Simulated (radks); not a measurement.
Values are calculated unless marked as measured or tabulated.
Problem. All-electron atom: Dy31+ in [Ar] 3d10 4s2 4p5 (the NIST ground configuration). Code: a radial shooting solver on a logarithmic mesh with Libxc functionals. Model: non-relativistic Kohn-Sham, LDA (Slater exchange, Perdew-Wang correlation), spin-unpolarised, spherical densities, point nucleus; relativity is left out, which matters for an element this heavy. Some entries of the table are withheld. Estimate them.

orbital  occ.  eigenvalue (hartree)  <r> (bohr)  r(max) (bohr)
1s          2                   (1)     0.02299            (2)
2s          2                   (3)     0.09761        0.08339
2p          6             -324.6328     0.08271        0.06485
3s          2             -106.4675      0.2482         0.2302
3p          6             -100.3880      0.2376            (4)
3d         10             -89.17810      0.2094         0.1724
4s          2             -48.42187         (5)            (6)
4p          5             -45.86547      0.5015         0.4902

Solution. 
(1) 1s eigenvalue (hartree): -1886.362
(2) 1s r(max) (bohr): 0.01525
(3) 2s eigenvalue (hartree): -338.3220
(4) 3p r(max) (bohr): 0.2175
(5) 4s <r> (bohr): 0.5025
(6) 4s r(max) (bohr): 0.4926
